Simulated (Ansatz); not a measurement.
CF2 (SMILES F[C]F) moved off its minimum; all values from Ansatz (a quantum-chemistry and plane-wave program), cores frozen in correlated methods.
(charge 0, multiplicity 1)
```xyz
3

F     -1.0630    -0.4173    -0.0315
C      0.1813     0.4555     0.0799
F      1.0851    -0.1805    -0.0379
```

Forces at MP2/aug-cc-pVTZ (eV/Å):

| atom | Fx | Fy | Fz |
|---|---|---|---|
| F1 | 2.748 | 1.095 | 0.116 |
| C2 | -12.365 | 6.820 | 1.318 |
| F3 | 9.617 | -7.914 | -1.434 |

Question: Give the forces (eV/Å), the total energy and the dipole at CCSD(T)/aug-cc-pVTZ.

Answer: 
```json
[
 {"atom": "F1", "Fx": "2.736", "Fy": "1.083", "Fz": "0.114"},
 {"atom": "C2", "Fx": "-12.618", "Fy": "7.022", "Fz": "1.355"},
 {"atom": "F3", "Fx": "9.882", "Fy": "-8.105", "Fz": "-1.469"}
]
```
Energy -237.3857 hartree, dipole 2.39 D.

Doubts at one or more of the structures used: a restricted determinant that unrestricted orbitals would lower (CCSD(T)/aug-cc-pVTZ, MP2/aug-cc-pVTZ).
